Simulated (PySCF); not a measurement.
C₅H₁₅NSi₂.
Numbering: `[CH3:1][CH2:2][CH2:3][C@@H:4]1[CH2:5][SiH2:6][NH:7][SiH2:8]1`

Geometry (GFN2-xTB, Å), atoms numbered from 1 in this order:
```
atom  x, y, z in Å
C1     3.4760    0.0237    0.0094
C2     2.0634    0.5915    0.0816
C3     1.0181   -0.4282   -0.3699
C4    -0.4063    0.1241   -0.4051
C5    -0.9140    0.5507    0.9802
Si6   -2.8102    0.6547    0.9520
N7    -3.0521   -0.5236   -0.2972
Si8   -1.6629   -1.1026   -1.1507
H9     3.5665   -0.8548    0.6453
H10    4.2049    0.7616    0.3387
H11    3.7188   -0.2678   -1.0105
H12    1.9968    1.4794   -0.5525
H13    1.8555    0.9002    1.1077
H14    1.0552   -1.2950    0.2953
H15    1.2828   -0.7777   -1.3724
H16   -0.3963    1.0166   -1.0419
H17   -0.4522    1.4889    1.2896
H18   -0.6094   -0.2009    1.7118
H19   -3.4515    0.2244    2.1981
H20   -3.3164    1.9725    0.5454
H21   -3.9709   -0.8591   -0.5234
H22   -1.8252   -0.9469   -2.6000
H23   -1.3752   -2.5048   -0.8214
```

Probes without a nucleus sit at each ring's centroid and 1 Å off its mean plane on both sides; NICS is minus the shielding there, NICSzz its component along the normal. Level: GIAO PBE0/pcSseg-1 (PySCF, non-relativistic, gas phase) on the GFN2-xTB geometry, one conformer.

Ring bond lengths (Å), with Mayer bond orders in brackets: C4–C5 1.536 (1.00), C5–Si6 1.899 (0.92), Si6–N7 1.734 (0.97), N7–Si8 1.730 (0.98), Si8–C4 1.908 (0.88).

What do the NICS probes read (ppm)?

```csv
ring,type,NICS(0),"NICS(1), two faces","NICS(1)zz, two faces",rms pucker (Å),"centre to ring atoms, mean (Å)"
C4–C5–Si6–N7–Si8,5-membered ring with N and 2 Si; formal bonds all single,-5.4,-3.0 / -3.2,-0.7 / -1.1,0.16,1.48
```

What do they say, and how far can they be read as aromaticity?

- C4–C5–Si6–N7–Si8: mean NICS(1)zz -0.9 ppm, near zero. C4, C5, Si6, Si8 have four or more neighbours, so the value isn't read as a sign of a π ring current.

At the first NICS(1) probe listed for ring C4–C5–Si6–N7–Si8, 1 Å off the ring, what do the in-plane components average?

The isotropic value is a third of the trace: (3 × -3.0 − (-0.7))/2 = -4.2 ppm.

List the ring angles and the Hirshfeld charges of the ring atoms.

- C4–C5–Si6–N7–Si8: C4 108.3° (-0.105 e), C5 109.4° (-0.160 e), Si6 96.5° (+0.371 e), N7 118.1° (-0.334 e), Si8 96.9° (+0.364 e); sum 529.1° against 540° for a flat convex ring.

How shielded are the nuclei of the rings and their hydrogens (means over atoms taken as equivalent)?

```
atoms                      environment  σ isotropic (ppm)  principal values of the symmetric part, first atom (ppm)
   C4      sp3 carbon bound to silicon              160.8                                       148.4, 155.3, 178.7
   C5      sp3 carbon bound to silicon              171.5                                       156.6, 169.4, 188.5
  Si6                     SiH2 silicon              369.0                                       317.7, 361.4, 427.8
   N7  nitrogen bridging silicon atoms              258.7                                       224.6, 239.5, 311.9
  Si8                     SiH2 silicon              368.4                                       329.2, 349.7, 426.2
  H16                 methine hydrogen              30.42                                          26.6, 29.1, 35.5
  H17               methylene hydrogen              30.29                                          24.8, 29.5, 36.6
  H18               methylene hydrogen              31.17                                          26.2, 30.1, 37.2
  H19                    Si–H hydrogen              26.60                                          23.1, 24.0, 32.7
  H20                    Si–H hydrogen              26.70                                          23.1, 24.0, 33.0
  H21                     N–H hydrogen              32.30                                          22.5, 28.1, 46.3
  H22                    Si–H hydrogen              26.74                                          23.2, 24.6, 32.4
  H23                    Si–H hydrogen              26.98                                          23.2, 25.3, 32.4
```

Time: 1.7 min wall (with the writing of density and orbital grids); peak memory 1.1 GiB. Hardware: one thread of an Arm Neoverse N1, shared host with 64 logical CPUs at a one-minute load of 58. This is the whole shielding run at PBE0/pcSseg-1, SCF included.
